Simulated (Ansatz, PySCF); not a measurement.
The pair A = CH2O (SMILES C=O) (first 4 atoms), B = CH5N (SMILES CN); geometry from B3LYP-D3(BJ)/def2-TZVP.
(charge 0, multiplicity 1):
| atom | x (Å) | y (Å) | z (Å) |
|---|---|---|---|
| C | 0.0863 | 0.2910 | 0.7428 |
| O | -0.3281 | -0.8312 | 0.6077 |
| H | 1.1456 | 0.5068 | 0.9673 |
| H | -0.5563 | 1.1783 | 0.6011 |
| C | 0.2482 | -0.5178 | 3.8796 |
| N | -0.2445 | 0.7599 | 3.3611 |
| H | 1.3381 | -0.4915 | 3.9149 |
| H | -0.0382 | -1.3137 | 3.1916 |
| H | -0.1201 | -0.7728 | 4.8802 |
| H | 0.0730 | 1.5344 | 3.9315 |
| H | -1.2574 | 0.7806 | 3.3623 |

Frozen-core correlation. CBS(a, b) extrapolates the correlation energy as X⁻³ and adds the Hartree–Fock energy of set b. MP2 and its Hartree–Fock in aug-cc-pVTZ are density fitted.

The values were computed with Ansatz (Gaussian basis) for Hartree–Fock, density functionals and correlated methods; PySCF for the dispersion terms. Each number belongs to the level named beside it.

The monomers are drawn apart, rigid, along the line of their centres of mass. Counterpoise-corrected interaction energies (kcal/mol):

| level | R = 4.070 Å | R = 5.142 Å |
|---|---|---|
| PBE/def2-TZVPPD | -1.8408 | -0.6815 |
| PBE-D3(BJ)/def2-TZVPPD | -2.3606 | -0.8350 |
| wB97M-V/def2-TZVPPD | -2.1405 | -0.8294 |
| MP2/CBS(aug-cc-pVDZ, aug-cc-pVTZ) + ΔCCSD(T)/aug-cc-pVDZ | -2.0773 | -0.7938 |

Problem. R is the distance of the centres of mass. Find the local exponent m of E ∝ R⁻ᵐ between the two points.

Solution. 
m = ln(E₁/E₂)/ln(R₂/R₁): PBE/def2-TZVPPD 4.2; PBE-D3(BJ)/def2-TZVPPD 4.4; wB97M-V/def2-TZVPPD 4.1; MP2/CBS(aug-cc-pVDZ, aug-cc-pVTZ) + ΔCCSD(T)/aug-cc-pVDZ 4.1. For scale, two fixed dipoles give m = 3, dipole and quadrupole 4, quadrupoles 5, and dispersion or dipole-induced dipole 6 at long range; at these distances several terms mix, and what is left of overlap and damping shifts m, so it need not match one of them.

Ansatz is a quantum-chemistry and plane-wave program.
